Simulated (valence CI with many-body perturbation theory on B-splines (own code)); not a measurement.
## E1 line list for K VII

Level of theory: configuration interaction combined with many-body perturbation theory (CI+MBPT): three valence electrons over a frozen Dirac-Fock core [Ne], a basis of 11 s, 11 p, 9 d, 7 f, 5 g, 2 h, 1 i functions for each j, with the one-electron correlation potential Σ1 (screened to all orders), the two-electron term Σ2, the three-electron term Σ3, Breit, model QED; selected single and double excitations, second order for the rest, scaled by the run's own slope (own B-spline code, finite nucleus).

Against 57 measured levels this calculation errs by 92 cm⁻¹ on average and by 206 at most. These come from a selection out of Sansonetti, J. Phys. Chem. Ref. Data 37, 7 (2008). Levels without a partner in it may be off by more.

Lines 1 to 50 of 270 in falling wavelength, among levels below 573470 cm⁻¹, chosen from the strongest by gf and those to the six lowest levels. Wavelengths and rates use the calculated energies, so an error of 90 cm⁻¹ moves a line at 111.8 nm by 0.1 % and its rate by three times that or more. Electric multipoles are in the length gauge, E1 and E2 with the static RPA response of the core. Weak lines are less certain than strong ones. Lines between different terms over intervals too small for the method are left out, as are lines whose strength nearly cancels. Where a level lies close to another of its J and parity, the split of strength between their lines is uncertain. The highest levels of a list are the least certain.

Names give the largest LS component (configuration and term), which can be under half, so a name can repeat, a term be missing and a line seem to break the LS rules; names also repeat where a configuration has a term twice. Letters in brackets count levels of one name in rising energy.

```
λ vac (nm)  λ from measured levels                 Upper                 Lower   A (s⁻¹)  log gf  Branch %
     175.9                                3s2 4p 2P°_1/2         3s2 4s 2S_1/2  5.22e+08   -0.32       7.4
     172.8                                3s2 4p 2P°_3/2         3s2 4s 2S_1/2  5.49e+08   -0.01       7.8
     136.7                             3p2 3d 2P_3/2 [b]        3s2 4p 2P°_1/2  9.84e+07   -0.96       0.6
     136.0                                 3s2 4d 2D_3/2        3s2 4p 2P°_3/2  1.64e+08   -0.74       1.1
     135.7                                 3s2 4d 2D_5/2        3s2 4p 2P°_3/2  1.40e+09    0.37      10.4
     134.1                                 3s2 4d 2D_3/2        3s2 4p 2P°_1/2  9.14e+08   -0.01       6.3
     130.0                             3p2 3d 2D_3/2 [b]        3s2 4p 2P°_1/2  3.16e+08   -0.49       3.3
     111.8                   111.5           3p3 2D°_5/2         3s 3p2 2P_3/2  1.62e+08   -0.74      14.2
     106.4                   106.1         3p2 3d 2D_5/2  3s 3p 3d 2D°_5/2 [b]  1.40e+08   -0.85       0.7
     103.9                                 3p2 3d 2G_7/2  3s 3p 3d 2F°_5/2 [b]  2.17e+08   -0.55      13.7
     102.8                                 3p2 3d 2G_9/2  3s 3p 3d 2F°_7/2 [b]  2.29e+08   -0.44      14.6
     94.64                                 3p2 3d 2F_7/2  3s 3p 3d 2F°_7/2 [a]  2.68e+08   -0.54      12.5
     93.53                                 3p2 3d 2F_5/2  3s 3p 3d 2F°_5/2 [a]  3.02e+08   -0.62      14.9
     89.55                   89.48         3s 3p2 4P_1/2        3s2 3p 2P°_3/2  4.35e+05   -3.98      38.5
     88.64                   88.58         3s 3p2 4P_3/2        3s2 3p 2P°_3/2  2.15e+05   -3.99      92.9
     87.29                   87.24         3s 3p2 4P_5/2        3s2 3p 2P°_3/2  6.50e+05   -3.35     100.0
     87.10                   87.04         3s 3p2 4P_1/2        3s2 3p 2P°_1/2  6.95e+05   -3.80      61.5
     86.24                   86.19         3s 3p2 4P_3/2        3s2 3p 2P°_1/2  1.64e+04   -5.14       7.1
     84.90                             3p2 3d 2P_3/2 [b]  3s 3p 3d 2D°_5/2 [b]  2.68e+08   -0.94       1.6
     81.62                             3p2 3d 2P_3/2 [b]  3s 3p 3d 2P°_3/2 [b]  3.22e+08   -0.89       1.9
     80.00                                 3p2 3d 2F_5/2  3s 3p 3d 2D°_3/2 [a]  4.95e+08   -0.55      24.4
     79.79                                 3p2 3d 2S_1/2  3s 3p 3d 2P°_3/2 [b]  5.69e+08   -0.96       3.1
     79.19                                 3p2 3d 2F_7/2  3s 3p 3d 2D°_5/2 [a]  5.30e+08   -0.40      24.6
     79.10                   79.10     3p2 3d 2D_3/2 [b]  3s 3p 3d 2P°_1/2 [b]  4.56e+08   -0.77       4.8
     78.79                   78.72           3p3 2P°_3/2         3s 3p2 2P_3/2  7.56e+08   -0.55      13.1
     77.63                   77.57           3p3 2P°_1/2         3s 3p2 2P_1/2  7.22e+08   -0.88      12.3
     75.73                                 3p2 3d 2G_9/2  3s 3p 3d 2F°_7/2 [a]  1.29e+09    0.05      82.3
     74.51                                 3p2 3d 2G_7/2  3s 3p 3d 2F°_5/2 [a]  1.30e+09   -0.06      81.5
     71.81                   71.78         3s2 4d 2D_5/2  3s 3p 3d 2F°_7/2 [b]  2.48e+08   -0.94       1.8
     71.01                   70.91     3p2 3d 2P_3/2 [a]  3s 3p 3d 2D°_5/2 [a]  8.31e+08   -0.60       8.2
     70.57                   70.52     3p2 3d 2D_3/2 [b]  3s 3p 3d 2P°_1/2 [a]  3.73e+08   -0.95       3.9
     70.27                   70.24           3p3 2P°_3/2         3s 3p2 2S_1/2  4.40e+08   -0.89       7.6
     69.95                   69.96         3p2 3d 4F_5/2      3s 3p 3d 4D°_5/2  2.59e+08   -0.94       4.3
     69.92                                 3p2 3d 4F_3/2      3s 3p 3d 4D°_1/2  7.61e+08   -0.65      12.7
     69.80                   69.81         3p2 3d 4F_5/2      3s 3p 3d 4D°_3/2  7.61e+08   -0.48      12.7
     69.59                   69.59  3s 3p 3d 2F°_5/2 [a]         3s2 3d 2D_3/2  5.06e+08   -0.66       6.4
     69.50                   69.52         3p2 3d 4F_7/2      3s 3p 3d 4D°_5/2  9.23e+08   -0.27      15.3
     69.03                   69.04         3p2 3d 4F_9/2      3s 3p 3d 4D°_7/2  1.24e+09   -0.05      20.5
     68.56                   68.54           3p3 2D°_3/2         3s 3p2 2D_3/2  7.99e+08   -0.65      70.7
     68.50                   68.47           3p3 2D°_5/2         3s 3p2 2D_5/2  9.04e+08   -0.42      79.2
     68.46                   68.46  3s 3p 3d 2F°_7/2 [a]         3s2 3d 2D_5/2  6.18e+08   -0.46       7.7
     68.42                   68.39           3p3 2D°_5/2         3s 3p2 2D_3/2  7.11e+07   -1.52       6.2
     67.24                   67.23         3s 3p2 2D_3/2        3s2 3p 2P°_3/2  7.11e+07   -1.72      11.0
     67.16                   67.15         3s 3p2 2D_5/2        3s2 3p 2P°_3/2  6.04e+08   -0.61     100.0
     65.85                   65.84         3s 3p2 2D_3/2        3s2 3p 2P°_1/2  5.76e+08   -0.82      89.0
     64.77                   64.78         3p2 3d 4D_5/2      3s 3p 3d 4D°_5/2  5.55e+08   -0.68       7.4
     64.73                   64.74         3p2 3d 4D_3/2      3s 3p 3d 4D°_3/2  5.83e+08   -0.83       7.6
     64.54                   64.56         3p2 3d 4D_7/2      3s 3p 3d 4D°_7/2  4.39e+08   -0.66       5.9
     64.00                   64.05           3p3 4S°_3/2         3s 3p2 2D_3/2  5.00e+05   -3.91       0.0
     63.87                   63.89         3p2 3d 4D_3/2      3s 3p 3d 4P°_1/2  8.76e+08   -0.67      11.5
```
